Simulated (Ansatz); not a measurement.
Reaction (ligand exchange at the Si–O bond): `O[SiH](Cl)Cl` + H₂S → `S[SiH](Cl)Cl` + H₂O

Isolated molecules relaxed with PBE0-D4/def2-TZVP in Ansatz; ΔE leaves out vibrations. CBS: MP2 limit from def2 TZ/QZ plus the TZ coupled-cluster correction, frozen cores. This one scheme is used for every species. DFT in def2-TZVPP. HSE06 is defined as in plane-wave codes. Each species was taken in one conformer, which may not be the lowest.

Is it downhill or uphill in electronic energy at CCSD(T)/CBS, and by how much? (Estimate.)

Ansatz gave: Uphill: ΔE = +11.6 kcal/mol.

What do these levels give: PBE-D4, PBE0-D4, HSE06-D4, ωB97X-V, PBE, PBE0, r2SCANh, CAM-B3LYP, HF/def2-SVP, CCSD(T)/def2-SVP, MP2/def2-TZVPP, HF/def2-QZVPP? (An estimate is asked.)

Computed: PBE-D4 9.6, PBE0-D4 10.3, HSE06-D4 10.2, ωB97X-V 12.9, PBE 10.4, PBE0 11.0, r2SCANh 12.6, CAM-B3LYP 15.3, HF/def2-SVP 15.8, CCSD(T)/def2-SVP 13.6, MP2/def2-TZVPP 11.9, HF/def2-QZVPP 17.2 kcal/mol.

Largest T1 diagnostic among the species: 0.010.

From BLYP to BHLYP (50 % exact exchange), in def2-TZVPP and without D4, ΔE moves by +1.5 kcal/mol. At CCSD(T), def2-SVP lies +2.0 kcal/mol from the extrapolated value and def2-TZVPP +1.4 kcal/mol.
